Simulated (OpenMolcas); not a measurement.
I+: effect of the basis set

```
Program             : OpenMolcas 26.06
Method              : CASSCF
Active space        : 6 electrons in 8 orbitals (5s 5p 6s 6p)
State averaging     : 2S+1 = 3 even, 3 roots; 2S+1 = 1 even, 6 roots; 2S+1 = 3 odd, 3 roots; 2S+1 = 1 odd, 3 roots
Spin-orbit coupling : RASSI with atomic mean-field integrals over the reference wave functions, term energies averaged over their components
```

A. ANO-RCC-VTZP [7s6p4d2f1g], DKH2, point nucleus; cost roughly 30 core-seconds
B. ANO-RCC-VQZP [8s7p5d3f2g], DKH2, point nucleus; cost roughly 21 core-seconds
C. ANO-RCC [10s9p8d5f3g], DKH2, point nucleus; cost roughly 70 core-seconds

Energies in cm⁻¹ above 5s² 5p⁴ ³P₂, the measured ground level; measured values from NIST Handbook of Basic Atomic Spectroscopic Data.

| Level | A | B | C | Measured |
| --- | --- | --- | --- | --- |
| 5s² 5p⁴ ³P₂ | 0.0 | 0.0 | 0.0 | 0.0 |
| 5s² 5p⁴ ³P₀ | 5798 | 5798 | 5793 | 6448 |
| 5s² 5p⁴ ³P₁ | 6106 | 6136 | 6129 | 7087 |
| 5s² 5p⁴ ¹D₂ | 15320 | 15329 | 15327 | 13727 |
| 5s² 5p⁴ ¹S₀ | 27372 | 27352 | 27344 | 29501 |
| 5s 5p⁵ ³P°₂ | 97408 | 97267 | 97256 | 81908 |
| 5s 5p⁵ ³P°₁ | 101784 | 101716 | 101673 | 84222 |
| 5s 5p⁵ ³P°₀ | 104579 | 104542 | 104488 | 90405 |

Deviations, from unrounded energies. A percentage is the sum of absolute deviations over the sum of measured energies, with the sign that they share, or ± where signs differ.

```csv
Against measurement,Levels,A,B,C
mean absolute deviation (cm-1),7,7500,7500,7500
fine structure of the ground term (%),2,-12.0,-11.8,-11.9
other terms of the ground configuration (%),2,±8.6,±8.7,±8.7
other configurations (%),3,+18.4,+18.3,+18.3
```

A, B, C lie about equally close to measurement. The largest miss of C in the table is 5s 5p⁵ ³P°₁, by +17000 cm-1. The ranking rests on the paired levels alone, and a cruder setting can come out closer through cancelling errors.

Among A to C the level of the table that moves most is 5s 5p⁵ ³P°₂, by 150 cm-1 (lowest in C, highest in A).

Active for correlation alone: 6p 6s; no level in the range computed is led by a configuration that fills them, so any true level of that kind is missing. Terms of s pⁿ other than that of highest spin mix with s² pⁿ⁻² d, which this space lacks; all of them can be thousands of cm-1 off, and some have no real level of that name. Computed and measured levels are paired by configuration, term and J; levels that our copy of the source lacks, or whose pairing is in doubt (as where it misses far off the trend of its configuration), stay unpaired and out of the deviations. Only configurations of the active space appear. The table leaves out levels that lie high or whose names do not pair safely across all columns.

° marks odd parity.
